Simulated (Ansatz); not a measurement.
`[Br][AlH][Br]`. Charge 0, multiplicity 1.

Cartesian coordinates in Å:
```
Br 1.7743 -0.6626 1.0251
Al -0.1286 0.0792 0.1022
Br -0.4130 -0.1760 -2.1062
H -1.2328 0.7594 0.9790
```

(1) What are the harmonic wavenumbers in cm⁻¹ at PBE0-D4/def2-TZVP (Ansatz, finite differences of forces, unscaled)? (An estimate is asked.)

(2) Is this a minimum?

(3) Give the ideal-gas thermochemistry at 298.15 K and 1 bar (rigid rotor, harmonic oscillator; point group C2v, symmetry number 2).

(4) And at 400, 500, 600, 800 and 1000 K?

## Answers

(1) The calculation gave: 106, 363, 432, 480, 635, 2003.

(2) Yes, all 6 modes are real.

(3) Zero-point energy 24.0 kJ/mol; H(298) − E = 38.5 kJ/mol; entropy 312.0 J/(mol·K), of which translation 174.1, rotation 111.1, vibration 26.8; G(298) − E = -54.5 kJ/mol.

(4) 
| T (K) | H − E (kJ/mol) | S (J/mol/K) | G − E (kJ/mol) |
| --- | --- | --- | --- |
| 400 | 45.2 | 331.3 | -87.3 |
| 500 | 52.1 | 346.8 | -121.3 |
| 600 | 59.3 | 359.9 | -156.6 |
| 800 | 74.2 | 381.3 | -230.8 |
| 1000 | 89.6 | 398.5 | -308.9 |
